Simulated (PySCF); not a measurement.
H2Zr, neutral, multiplicity 3. Atoms are numbered in the order given.

```xyz
3

Zr     0.0000     0.0000     0.0463
H      0.0000     1.5863    -0.9262
H      0.0000    -1.5863    -0.9262
```
Charge 0, spin multiplicity 3.

Geometry: PBE-D3(BJ)/def2-TZVPD. The spin state was assumed, not searched. The def2 effective core potentials stand for the cores of Zr; spin–orbit coupling is left out.

Computed with PySCF with M06-2X/def2-TZVPD.

Mulliken values depend strongly on the basis, most of all with diffuse functions as here. ESP charges are fitted to the potential on shells at 1.4 to 2.0 van der Waals radii. Atomic charges (e):

| atom | Mulliken | ESP fit | Mulliken spin |
|---|---|---|---|
| Zr1 | 0.30 | … | 2.04 |
| H2 | -0.15 | … | -0.02 |
| H3 | -0.15 | … | -0.02 |

Task: What belongs in the gaps? (An estimate is asked for; the answer gives what the named calculation found.)

Result: 
- Zr1, ESP fit: 0.54
- H2, ESP fit: -0.27
- H3, ESP fit: -0.27
